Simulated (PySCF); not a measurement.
cyanomethylboronic acid (C2H4BNO2), SMILES N#CCB(O)O. Coordinates come from a B3LYP-D3(BJ)/def2-SVP optimisation. Other conformers were not sampled.

Computed equilibrium geometry at B3LYP-D3(BJ)/def2-SVP (PySCF confirms it by a frequency run) as Cartesian coordinates in Å, and its point group (one conformer of several):
point group Cs.
```xyz
10

N     -0.3162     2.5761     0.0000
C      0.3231     1.6081     0.0000
C      1.0053     0.3235     0.0000
B     -0.0331    -0.8987     0.0000
O     -1.3789    -0.7253     0.0000
O      0.4954    -2.1469     0.0000
H      1.6611     0.2413    -0.8832
H      1.6611     0.2413     0.8832
H     -1.6606     0.2007     0.0000
H     -0.1849    -2.8343     0.0000
```
Charge 0, spin multiplicity 1.
